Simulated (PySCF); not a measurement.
A run for PySCF: U-B3LYP/LANL2DZ on CH4OSn (SMILES [CH3][Sn][OH]), a point of a bond scan (R = 1.060 Å).

```python
from pyscf import gto, scf, dft, mp
from pyscf.data.elements import chemcore

mol = gto.M(
    atom='''
    Sn    0.02238006   -0.06360862    0.38858019
    C     0.41947667    1.60722086   -0.98166041
    H    -0.20201734    2.46931644   -0.72594186
    H     0.20079564    1.28779189   -2.00052818
    H     1.46422512    1.92099925   -0.91166492
    O    -0.53752719   -1.25054683   -1.13046981
    H    -0.82476096   -2.22523512   -0.82982206
    ''',
    basis='lanl2dz',
    ecp={'Sn': 'lanl2dz'},
    charge=0, spin=0, verbose=3, max_memory=1800)
mf = dft.UKS(mol, xc='b3lyp')
mf.conv_tol = 1e-8
mf.max_cycle = 100
mf.init_guess_breaksym = True
mf.kernel()
if not mf.converged:
    mf = mf.newton().run(mf.mo_coeff, mf.mo_occ)
for _ in range(4):
    mo, _, stable, _ = mf.stability(return_status=True)
    if stable:
        break
    mf.kernel(mf.make_rdm1(mo, mf.mo_occ))
```

Problem. Give the final energy of this run.

Solution. -119.1210 hartree.
